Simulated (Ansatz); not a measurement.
Consider the stannylene formation by 1,1-elimination: `[NH2][Sn]([F])([Cl])[Cl]` → Cl₂ + `[NH2][Sn][F]`.

Calculated with Ansatz (gas phase, PBE0-D4/def2-TZVP geometries, no zero-point term in ΔE). CBS: MP2 limit from def2 TZ/QZ plus the TZ coupled-cluster correction, frozen cores. This one scheme is used for every species. DFT in def2-TZVPP. B3LYP here is the variant with VWN-RPA as its local correlation; programs differ in this. def2 core potentials past Kr. For Sn outer-core shells are correlated without core-valence functions, which leaves a few kJ/mol of doubt a bond. One conformer a species, not always the lowest.

`[NH2][Sn]([F])([Cl])[Cl]`:

Z-matrix (Å, degrees):
```
Sn
F 1 1.897
Cl 1 2.295 2 104.9
N 1 1.989 2 109.3 3 120.7
Cl 1 2.295 2 104.8 3 -118.3
H 4 1.013 1 112.4 2 -119.3
H 4 1.013 1 112.4 2 117.6
```

Cl₂:

Z-matrix (Å, degrees):
```
Cl
Cl 1 1.982
```

`[NH2][Sn][F]`:

Cartesian coordinates in Å:
```
N -0.466 0.026 0.537
Sn 1.108 -0.933 -0.248
F 1.177 0.286 -1.770
H -0.941 -0.211 1.394
H -0.877 0.832 0.087
```

```
          level  ΔE (kJ/mol)
        ωB97X-V        309.5
           PBE0        291.4
          B3LYP        257.9
        LC-ωPBE        314.2
   MP2/def2-SVP        348.8
 MP2/def2-TZVPP        315.9
CCSD/def2-TZVPP        305.6
  HF/def2-QZVPP        323.8
```

Task: What does CCSD(T)/CBS give? (An estimate is asked.)

Result: Ansatz gave: +306.1 kJ/mol. The listed levels differ from it by 3.4, -14.7, -48.2, 8.1, 42.7, 9.8, -0.5, 17.7 kJ/mol.

Largest T1 diagnostic among the species: 0.017.

From PBE to PBE0 (25 % exact exchange), in def2-TZVPP and without D4, ΔE moves by +30.3 kJ/mol. At CCSD(T), def2-SVP lies +14.1 kJ/mol from the extrapolated value and def2-TZVPP +0.2 kJ/mol. Leaving LDA and LC-ωPBE aside and taking each functional with its dispersion term where it has one, the values, not all of them listed here, spread over 75.3 kJ/mol, from BLYP-D4 to PBE-QIDH. LDA lies +24.5 kJ/mol from PBE without D4.
